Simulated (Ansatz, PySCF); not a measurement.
Gas-phase reaction R1 → P1 + P2, each structure at its B3LYP-D3(BJ)/def2-TZVP stationary point, reached from a drawn start (curvature not checked).
R1: Cl3Ga (SMILES [Cl][Ga]([Cl])[Cl]), charge 0, multiplicity 1.
P1: ClGa (SMILES [Cl][Ga]), charge 0, multiplicity 1.
P2: Cl2 (SMILES ClCl), charge 0, multiplicity 1.

P less R. No zero-point or thermal terms; no spin–orbit coupling.

Frozen-core correlation throughout. In cc and def2 sets filled d and f shells under p-block atoms count as core.

The values were computed with Ansatz (Gaussian basis) for Hartree–Fock, density functionals and correlated methods; PySCF for M06-2X and the D3/D4 terms. Each number belongs to the level named beside it.

The comparison value is 95.57 kcal/mol (CCSD(T)/def2-QZVPP). It is a level with limits of its own, not the exact answer.

Task: Order these levels by how close they come to the comparison value for the reaction energy, closest first: PBE0-D3(BJ)/def2-TZVPP, B3LYP/def2-TZVPP, PBE0-D4/def2-TZVPP, M06-2X/def2-TZVPP, revPBE/def2-TZVPP. Give each level's value less the comparison value.

Result: M06-2X/def2-TZVPP (0.27 kcal/mol), PBE0-D4/def2-TZVPP (-3.60 kcal/mol), PBE0-D3(BJ)/def2-TZVPP (-3.92 kcal/mol), B3LYP/def2-TZVPP (-13.84 kcal/mol), revPBE/def2-TZVPP (-16.20 kcal/mol)

Ansatz is an electronic-structure program.
